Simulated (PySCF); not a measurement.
**Field gradients at the hydrogen positions**

Compound: C6H11O2P.
Structure used (GFN2-xTB), in Å, numbered top down from 1:
```xyz
20
C6H11O2P angstrom
O     -0.4087    0.9913    1.5708
P     -0.0493    0.6109    0.1995
O      0.4382    1.9034   -0.6410
C     -1.4027   -0.0790   -0.7949
C     -2.3200   -1.0214   -0.0750
C     -2.7819    0.3569   -0.4021
C      1.3231   -0.5807    0.0415
C      2.3775   -0.5128    1.1052
C      2.6972   -0.0769   -0.2828
H      0.2822    2.6753   -0.0931
H     -1.1818   -0.2510   -1.8389
H     -2.0901   -1.2339    0.9589
H     -2.7317   -1.8567   -0.6222
H     -2.8604    1.0591    0.4153
H     -3.5173    0.4929   -1.1807
H      1.0283   -1.5522   -0.3330
H      2.7975   -1.4363    1.4752
H      2.2508    0.2486    1.8613
H      3.3319   -0.7056   -0.8902
H      2.8120    0.9789   -0.4767
```

Level: PBE0/pcSseg-1 (PySCF, non-relativistic); Q(2H) = 0.00286 b; rigid geometry, the same for H and D, with no vibrational averaging.

Problem. Rank these positions by the coupling χzz of a deuteron there, largest first.
A. H13 (methylene hydrogen)
B. H14 (methylene hydrogen)
C. H10 (hydroxyl hydrogen)

Solution. C (323 kHz), A (222 kHz), B (217 kHz).

Problem. Tabulate Vzz, the asymmetry η and χzz = 234.96 MHz × Q × Vzz for every hydrogen position.

Solution. 
```
atom  bonded to  bond length (Å)  Vzz (au)     η  χzz (kHz)
 H10         O3            0.959    0.4803  0.10        323
 H11         C4            1.081    0.3293  0.08        221
 H12         C5            1.080    0.3239  0.06        218
 H13         C5            1.080    0.3305  0.06        222
 H14         C6            1.080    0.3227  0.06        217
 H15         C6            1.080    0.3316  0.06        223
 H16         C7            1.082    0.3267  0.09        220
 H17         C8            1.080    0.3308  0.07        222
 H18         C8            1.080    0.3233  0.09        217
 H19         C9            1.080    0.3299  0.07        222
 H20         C9            1.080    0.3263  0.08        219
```

Problem. Average by the element that carries the hydrogen.

Solution. on O: 323 kHz over 1 position, mean bond length 0.959 Å; on C: 220 kHz over 10 positions, mean bond length 1.080 Å.

Problem. Give the 2H NMR doublet splittings at H18 for a magnetic field along the z, y and x axes of the gradient: 3χ/2, 3χ(1 + η)/4, 3χ(1 − η)/4.

Solution. With |χ| = 217.3 kHz and η = 0.090: 326, 178 and 148 kHz, to first order and without motion.

One conformer (not necessarily the lowest) at the GFN2-xTB geometry, without solvent, vibrations or thermal averaging. GFN2-xTB frequencies show an imaginary mode (50i cm⁻¹), so this geometry is no minimum at that level. GFN2-xTB bond lengths can be off by several hundredths of an ångström, more for odd bonds, and the gradients follow them. With so small a basis the couplings can be 20 % off.
